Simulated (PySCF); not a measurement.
OsO₂⁻: fields on a plane

All numbers come from UB3LYP/[Os def2-SVPD with ECP60, O def2-SVPD], scalar-relativistic core potentials, density fitting, no spin–orbit coupling, PySCF.

The doublet minimum has Os–O 1.739 Å (×2); O–Os–O 151.6°.

The plane holds Os1 at (0.00, 0.00), O2 at (1.74, 0.00), O3 at (-1.53, 0.83) Å. Columns run from x = -3.45 to 4.05 Å, rows from y = 3.15 (top) to -1.95 Å, in steps of 0.3 Å. Other isomers or separated fragments may lie lower. Core electrons replaced by a potential are absent, the electrostatic potential uses the reduced nuclear charge, and values within about 0.7 Å of such atoms have no physical meaning.

**Question.** Give the highest occupied orbital (Å^-3/2) at -0.79 eV (cut at ±0.3; overall sign arbitrary). Lower edges of the bins (Å^-3/2): '_' -0.300, '.' -0.244, ':' -0.189, '-' -0.133, '=' -0.078, '+' -0.022, '*' 0.034, '#' 0.089, '%' 0.145, '@' 0.200; top 0.26, each point printed twice.

**Answer.** 
```
++++++++++++++++++++++++++++++++++++++++++++++++++++
++++++++++++++++++++++++++++++++++++++++++++++++++++
++++++++++++++++++++++++++++++++++++++++++++++++++++
++++++++++====++++++++********++++++++++++++++++++++
++++++==========++++************++++++++++++++++++++
++++++====----====++****####******++++++++++++++++++
++++====--::..::==++**########****++++++++++++++++++
++++++==--..__..==++**##%%%%##**++++========++++++++
++++++====--**%%++====**%%####**++==--======++++++++
++++++++++++####++::____----==++==::..::--====++++++
++++++++++**##**==____--==____==++--__..--====++++++
++++++++********++____==--____==##@@--::======++++++
++++++++**********++--::____::++####++======++++++++
++++++++******######%%##**++++********++++++++++++++
++++++++******####%%%%%%%%####********++++++++++++++
++++++++******####%%%%%%%%####********++++++++++++++
++++++++********##############******++++++++++++++++
++++++++++**********######**********++++++++++++++++
```

**Question.** Give the electron density (e/Å³) (cut at 5 e/Å³). Lower edges of the bins (e/Å³): '0' 0.000, '1' 0.030, '2' 0.076, '3' 0.151, '4' 0.268, '5' 0.455, '6' 0.750, '7' 1.218, '8' 1.960, '9' 3.136; top 5.00.

**Answer.** 
```
00000000000000000000000000
00000000000000000000000000
00000000000000000000000000
00000111100000000000000000
00001222211100000000000000
00013455432111110000000000
00124788643332211111000000
00136999865554333332100000
00136999977886545664310000
00135899879999668987421000
00023577689449879998521000
00012344589449879998521000
00001223469999668986420000
00000112346886445654210000
00000011234554333332100000
00000001122332211111000000
00000000111111110000000000
00000000001110000000000000
```

Open d and f shells are described by one determinant, and the ground state may have another occupation or spin. The lowest empty level of this anion is unbound, so it and the gap depend on the basis. With an element this heavy the missing spin–orbit coupling can shift these numbers.
